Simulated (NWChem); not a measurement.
System: CH4BF2N; SMILES CNB(F)F

Output (shortened):

```
             Northwest Computational Chemistry Package (NWChem) 7.3.0
             --------------------------------------------------------

                             Geometry "geometry" -> ""
                             -------------------------

 Output coordinates in angstroms (scale by  1.889725989 to convert to a.u.)

  No.       Tag          Charge          X              Y              Z
 ---- ---------------- ---------- -------------- -------------- --------------
    1 B                    5.0000     0.01037500    -0.56954500     0.00001500
    2 F                    9.0000     0.72669400    -1.69948500     0.00028300
    3 F                    9.0000    -1.32368300    -0.67588200     0.00004400
    4 N                    7.0000     0.64170400     0.67795900    -0.00017500
    5 C                    6.0000    -0.02099600     1.97284900    -0.00063100
    6 H                    1.0000     1.65253500     0.70290900    -0.00045600
    7 H                    1.0000     0.23717100     2.56025500    -0.89127100
    8 H                    1.0000     0.24184600     2.56300300     0.88675700
    9 H                    1.0000    -1.10162400     1.81680300     0.00240300

 Effective nuclear repulsion energy (a.u.)     170.0442308148

  xc_inp: hfexch multiplicative factor not found.
                              NWChem Property Module
                              ----------------------

  itol2e modified to match energy
  convergence criterion.

                                 NWChem DFT Module
                                 -----------------

 Summary of "ao basis" -> "ao basis" (spherical)
 ------------------------------------------------------------------------------
       Tag                 Description            Shells   Functions and Types
 ---------------- ------------------------------  ------  ---------------------
 B                           sto-3g                  3        5   2s1p
 F                           sto-3g                  3        5   2s1p
 N                           sto-3g                  3        5   2s1p
 C                           sto-3g                  3        5   2s1p
 H                           sto-3g                  1        1   1s

  itol2e modified to match energy
  convergence criterion.

            General Information
            -------------------
          SCF calculation type: DFT
          Wavefunction type:  closed shell.
          No. of atoms     :     9
          No. of electrons :    40
           Alpha electrons :    20
            Beta electrons :    20
          Charge           :     0
          Spin multiplicity:     1
          Use of symmetry is: off; symmetry adaption is: off
          Maximum number of iterations: 150
          AO basis - number of functions:    29
                     number of shells:    19
          Convergence on energy requested:  1.00D-07
          Convergence on density requested:  1.00D-05
          Convergence on gradient requested:  5.00D-04

              XC Information
              --------------
                     Hartree-Fock (Exact) Exchange  1.000

      Superposition of Atomic Density Guess
      -------------------------------------

 Sum of atomic energies:        -312.82144161

      Non-variational initial energy
      ------------------------------

 Total energy =    -313.601305
 1-e energy   =    -775.281082
 2-e energy   =     291.635547
 HOMO         =      -0.133300
 LUMO         =       0.380416

   convergence    iter        energy       DeltaE   RMS-Dens  Diis-err
 ---------------- ----- ----------------- --------- --------- ---------
 d= 0,ls=0.0,diis     1   -313.9949498220 -4.84D+02  2.70D-02  4.64D-01
 d= 0,ls=0.0,diis     2   -314.0816837673 -8.67D-02  4.88D-03  2.21D-02
 d= 0,ls=0.0,diis     3   -314.0853301365 -3.65D-03  1.77D-03  1.06D-03
 d= 0,ls=0.0,diis     4   -314.0856059147 -2.76D-04  2.42D-04  1.70D-05
 d= 0,ls=0.0,diis     5   -314.0856115659 -5.65D-06  5.57D-05  1.02D-06
 d= 0,ls=0.0,diis     6   -314.0856118644 -2.99D-07  1.46D-05  6.22D-08
 d= 0,ls=0.0,diis     7   -314.0856118862 -2.18D-08  3.88D-06  3.70D-09

         Total DFT energy =     -314.085611886237
      One electron energy =     -775.554091532700
           Coulomb energy =      329.235088125858
    Exchange-Corr. energy =      -37.810839294149
 Nuclear repulsion energy =      170.044230814753

 Numeric. integr. density =        0.000000000000

                       DFT Final Molecular Orbital Analysis
                       ------------------------------------

 Vector   18  Occ=2.000000D+00  E=-4.424673D-01
              MO Center= -4.5D-01, -1.1D+00,  1.5D-04, r^2= 1.7D+00
   Bfn.  Coefficient  Atom+Function         Bfn.  Coefficient  Atom+Function
  ----- ------------  ---------------      ----- ------------  ---------------
    14     -0.690573  3 F  py                 8      0.645319  2 F  px
    13      0.317845  3 F  px                 3     -0.061048  1 B  px
     7      0.055286  2 F  s                 23     -0.046825  5 C  px
    12     -0.043349  3 F  s                 19     -0.043217  4 N  py
     4      0.037624  1 B  py

 Vector   19  Occ=2.000000D+00  E=-4.337738D-01
              MO Center=  6.5D-02, -6.1D-01,  1.8D-04, r^2= 2.7D+00
   Bfn.  Coefficient  Atom+Function         Bfn.  Coefficient  Atom+Function
  ----- ------------  ---------------      ----- ------------  ---------------
     9      0.518006  2 F  py                14      0.464603  3 F  py
     8      0.390654  2 F  px                19      0.356132  4 N  py
    13      0.251377  3 F  px                18      0.186369  4 N  px
    24     -0.185971  5 C  py                17     -0.179939  4 N  s
    26      0.145409  6 H  s                 29      0.105417  9 H  s

 Vector   20  Occ=2.000000D+00  E=-3.259611D-01
              MO Center=  4.5D-01,  6.6D-01, -5.9D-04, r^2= 1.8D+00
   Bfn.  Coefficient  Atom+Function         Bfn.  Coefficient  Atom+Function
  ----- ------------  ---------------      ----- ------------  ---------------
    20      0.855845  4 N  pz                10     -0.255687  2 F  pz
    15     -0.250855  3 F  pz                27      0.229325  7 H  s
    28     -0.228591  8 H  s                 25     -0.161871  5 C  pz
     5      0.148580  1 B  pz

 Vector   21  Occ=0.000000D+00  E= 3.792965D-01
              MO Center=  3.3D-02, -4.9D-01, -4.6D-05, r^2= 1.4D+00
   Bfn.  Coefficient  Atom+Function         Bfn.  Coefficient  Atom+Function
  ----- ------------  ---------------      ----- ------------  ---------------
     5      0.962799  1 B  pz                20     -0.429288  4 N  pz
    10     -0.348448  2 F  pz                15     -0.348402  3 F  pz
    27     -0.114264  7 H  s                 28      0.113778  8 H  s
    25     -0.080314  5 C  pz

 Vector   22  Occ=0.000000D+00  E= 5.850697D-01
              MO Center=  4.5D-01,  7.4D-01, -5.3D-04, r^2= 2.1D+00
   Bfn.  Coefficient  Atom+Function         Bfn.  Coefficient  Atom+Function
  ----- ------------  ---------------      ----- ------------  ---------------
    17      1.174544  4 N  s                  2     -0.727476  1 B  s
    24      0.631310  5 C  py                26     -0.512650  6 H  s
    23     -0.440820  5 C  px                22     -0.326763  5 C  s
     9      0.280540  2 F  py                 7      0.237159  2 F  s
    19      0.222651  4 N  py                 3     -0.189289  1 B  px

 Vector   23  Occ=0.000000D+00  E= 6.154259D-01
              MO Center=  6.4D-01,  9.4D-01,  5.9D-04, r^2= 2.5D+00
   Bfn.  Coefficient  Atom+Function         Bfn.  Coefficient  Atom+Function
  ----- ------------  ---------------      ----- ------------  ---------------
    26      0.859861  6 H  s                 18     -0.611892  4 N  px
    23     -0.562853  5 C  px                29     -0.481142  9 H  s
     3     -0.422284  1 B  px                28      0.363173  8 H  s
    27      0.359631  7 H  s                 22     -0.328216  5 C  s
    17     -0.294613  4 N  s                  9      0.233868  2 F  py

     Multipole analysis of the density
     ---------------------------------

     L   x y z        total         alpha         beta         nuclear
     -   - - -        -----         -----         ----         -------
     0   0 0 0     -0.000000    -20.000000    -20.000000     40.000000

     1   1 0 0      0.335696      0.097121      0.097121      0.141454
     1   0 1 0      0.649810      0.325142      0.325142     -0.000474
     1   0 0 1     -0.000260      0.004178      0.004178     -0.008617

[...]

          -----------------------------------------
          Chemical Shielding Tensors (GIAO, in ppm)
          -----------------------------------------

                                NWChem CPHF Module
                                ------------------

  scftype          =     RHF
  nclosed          =       20
  nopen            =        0
  variables        =      180
  # of vectors     =        3
  tolerance        = 0.10D-03
  level shift      = 0.00D+00
  max iterations   =       50
  max subspace     =       30

 SCF residual:    1.5626284548192316E-005

Iterative solution of linear equations
  No. of variables      180
  No. of equations        3
  Maximum subspace       30
        Iterations       50
       Convergence  1.0D-04

   iter   nsub   residual    time
   ----  ------  --------  ---------
     1      3    1.26D+00       3.0
     2      6    1.15D-01       3.3
     3      9    2.77D-02       3.5
     4     12    5.34D-03       3.8
     5     15    6.42D-04       4.1
     6     18    7.39D-05       4.4

      Atom:    1  B
        Diamagnetic
    206.9356      1.4592     -0.0006
      1.4592    211.6452     -0.0040
     -0.0006     -0.0040    191.8593

        Paramagnetic
    -94.1572      2.9321      0.0008
      2.9321    -91.5403      0.0054
      0.0008      0.0054    -63.5208

        Total Shielding Tensor
    112.7784      4.3913      0.0001
      4.3913    120.1049      0.0014
      0.0001      0.0014    128.3385

           isotropic =     120.4073
          anisotropy =      11.8969

          Principal Components and Axis System
                 1           2           3
              128.3385    122.1603    110.7230

      1         0.0001      0.4239      0.9057
      2         0.0002      0.9057     -0.4239
      3         1.0000     -0.0002      0.0000

      Atom:    2  F
        Diamagnetic
    452.4370    -18.9617      0.0045
    -18.9617    472.4773     -0.0077
      0.0045     -0.0077    440.2651

        Paramagnetic
   -118.1356     17.4980     -0.0035
     17.4980   -104.2908      0.0521
     -0.0035      0.0521    152.4616

        Total Shielding Tensor
    334.3015     -1.4638      0.0010
     -1.4638    368.1866      0.0444
      0.0010      0.0444    592.7267

           isotropic =     431.7382
          anisotropy =     241.4826

          Principal Components and Axis System
                 1           2           3
              592.7267    368.2497    334.2384

      1         0.0000     -0.0431      0.9991
      2         0.0002      0.9991      0.0431
      3         1.0000     -0.0002     -0.0000

      Atom:    3  F
        Diamagnetic
    482.5879      4.5741     -0.0013
      4.5741    442.6386      0.0001
     -0.0013      0.0001    439.8176

        Paramagnetic
   -126.1341      9.9782     -0.0289
      9.9782    -94.7878      0.0661
     -0.0289      0.0661    159.2220

        Total Shielding Tensor
    356.4538     14.5523     -0.0302
     14.5523    347.8508      0.0662
     -0.0302      0.0662    599.0395

           isotropic =     434.4480
          anisotropy =     246.8873

          Principal Components and Axis System
                 1           2           3
              599.0396    367.3270    336.9776

      1        -0.0001      0.8011     -0.5986
      2         0.0003      0.5986      0.8011
      3         1.0000     -0.0001     -0.0003

      Atom:    4  N
        Diamagnetic
    318.2943      0.1694     -0.0020
      0.1694    330.5429     -0.0105
     -0.0020     -0.0105    289.9544

        Paramagnetic
    -23.1527     25.4096     -0.0162
     25.4096    -36.1644      0.0280
     -0.0162      0.0280      7.6776

        Total Shielding Tensor
    295.1417     25.5791     -0.0181
     25.5791    294.3785      0.0175
     -0.0181      0.0175    297.6320

           isotropic =     295.7174
          anisotropy =      36.9369

          Principal Components and Axis System
                 1           2           3
              320.3420    297.6320    269.1782

      1         0.7124     -0.0006     -0.7018
      2         0.7018      0.0006      0.7124
      3        -0.0000      1.0000     -0.0009

      Atom:    5  C
        Diamagnetic
    244.7351     -3.5187      0.0017
     -3.5187    253.3063     -0.0034
      0.0017     -0.0034    242.1703

        Paramagnetic
    -41.1202    -14.4002     -0.0007
    -14.4002    -26.2112      0.0132
     -0.0007      0.0132    -40.7699

        Total Shielding Tensor
    203.6148    -17.9189      0.0010
    -17.9189    227.0950      0.0097
      0.0010      0.0097    201.4004

           isotropic =     210.7034
          anisotropy =      39.1108

          Principal Components and Axis System
                 1           2           3
              236.7773    201.4004    193.9326

      1        -0.4754      0.0008      0.8798
      2         0.8798      0.0002      0.4754
      3         0.0002      1.0000     -0.0007

      Atom:    6  H
        Diamagnetic
     44.3200      0.7721     -0.0050
      0.7721     27.2229     -0.0013
     -0.0050     -0.0013     20.5962

        Paramagnetic
     -1.4919     -0.0879      0.0008
     -0.0879      3.2432     -0.0007
      0.0008     -0.0007      2.4546

        Total Shielding Tensor
     42.8281      0.6842     -0.0041
      0.6842     30.4662     -0.0019
     -0.0041     -0.0019     23.0508

           isotropic =      32.1150
          anisotropy =      16.1263

          Principal Components and Axis System
                 1           2           3
               42.8659     30.4284     23.0508

      1         0.9985     -0.0551      0.0002
      2         0.0551      0.9985      0.0002
      3        -0.0002     -0.0002      1.0000

      Atom:    7  H
        Diamagnetic
     25.6735      0.9742     -2.1439
      0.9742     33.0169     -7.3206
     -2.1439     -7.3206     33.6023

        Paramagnetic
      1.8898     -0.6317      0.8237
     -0.6317      0.9684      1.5284
      0.8237      1.5284     -0.5626

        Total Shielding Tensor
     27.5634      0.3425     -1.3201
      0.3425     33.9853     -5.7922
     -1.3201     -5.7922     33.0397

           isotropic =      31.5295
          anisotropy =      11.8585

          Principal Components and Axis System
                 1           2           3
               39.4351     28.3221     26.8311

      1         0.0965     -0.6422      0.7605
      2         0.7277      0.5667      0.3862
      3        -0.6790      0.5161      0.5220

      Atom:    8  H
        Diamagnetic
     39.1968     -0.8962     -0.0395
     -0.8962     29.6240      0.0011
     -0.0395      0.0011     23.3504

        Paramagnetic
     -1.7291     -0.3806      0.0108
     -0.3806      1.0307      0.0010
      0.0108      0.0010      1.8980

        Total Shielding Tensor
     37.4677     -1.2768     -0.0287
     -1.2768     30.6546      0.0021
     -0.0287      0.0021     25.2484

           isotropic =      31.1236
          anisotropy =       9.8635

          Principal Components and Axis System
                 1           2           3
               37.6992     30.4232     25.2483

      1         0.9840      0.1783      0.0024
      2        -0.1783      0.9840      0.0002
      3        -0.0023     -0.0006      1.0000
```

Level: Hartree-Fock/STO-3G, GIAO. STO-3G and 3-21G are far too small for this property and stand as cheap habits. Structure relaxed at the B3LYP/6-31G* (spherical d) level. The output numbers the shielded atoms by their place in the input's list. The printed shielding anisotropy is the first printed principal value minus the mean of the other two.

### Question
Which NWChem input produces such a log?

### Answer
One answer among several that fit: the input that was run:
```
start job
memory heap 200 mb stack 900 mb global 1100 mb
geometry units angstroms noautosym nocenter noautoz
  B      0.010375    -0.569545     0.000015
  F      0.726694    -1.699485     0.000283
  F     -1.323683    -0.675882     0.000044
  N      0.641704     0.677959    -0.000175
  C     -0.020996     1.972849    -0.000631
  H      1.652535     0.702909    -0.000456
  H      0.237171     2.560255    -0.891271
  H      0.241846     2.563003     0.886757
  H     -1.101624     1.816803     0.002403
end
basis spherical
  * library sto-3g
end
dft
  xc hfexch
  iterations 150
end
property
  shielding 8 1 2 3 4 5 6 7 9
end
task dft property
```
